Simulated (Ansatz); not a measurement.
`[GaH2][I]` + `O[SiH3]` → `[SiH3][O][GaH2]` + HI at 500 K and 1 bar (ligand exchange at a Ga–I bond).

Gas-phase electronic energies from Ansatz, PBE0-D4/def2-TZVP geometries. CBS: MP2 limit from def2 TZ/QZ plus the TZ coupled-cluster correction, frozen cores. Elements past krypton have def2 core potentials. For Ga, I outer-core shells are correlated without core-valence functions, which leaves a few kJ/mol of doubt a bond. Scalar relativity is left out up to krypton.

| species | CCSD(T)/CBS energy (Eh) | H − E (kJ/mol) | S (J/(mol·K)) |
| --- | --- | --- | --- |
| `[GaH2][I]` | -2222.61527 | 60.6 | 314.2 |
| `O[SiH3]` | -366.69042 | 127.5 | 292.9 |
| `[SiH3][O][GaH2]` | -2291.24790 | 151.4 | 384.6 |
| HI | -298.03592 | 28.6 | 221.6 |

H − E and S are ideal-gas, rigid-rotor, harmonic terms from PBE0-D4/def2-TZVP. 1 Eh = 2625.50 kJ/mol, R = 8.31446 J/(mol·K).

Question: By hand: ΔE, ΔH, ΔS and ΔG.

Answer: ΔE = (-2291.24790) + (-298.03592) − (-2222.61527) − (-366.69042) = 0.02187 Eh = 57.4 kJ/mol. Δ(H − E) = 151.4 + 28.6 − 60.6 − 127.5 = -8.1, so ΔH = 49.3 kJ/mol. ΔS = 384.6 + 221.6 − 314.2 − 292.9 = -0.9 J/(mol·K). ΔG = 49.3 − 500 × (-0.9)/1000 = 49.8 kJ/mol.

Question: By hand: the equilibrium constant, and the temperature at which ΔG would vanish if ΔH and ΔS stayed fixed.

Answer: log₁₀ K = −ΔG/(RT ln 10) = -5.2. ΔH and −TΔS have one sign here, so there is no such temperature. One of them is within its doubt of zero, so this could turn.

The number of gas molecules stays the same, so ΔS is small and ΔH decides. A doubt of 5 kJ/mol in ΔE shifts log₁₀ K by 0.5 here. These are equilibria of isolated gas molecules and say nothing of rates. Largest T1 diagnostic: 0.014 (customary marks: 0.02 for closed shells, 0.045 for open ones).
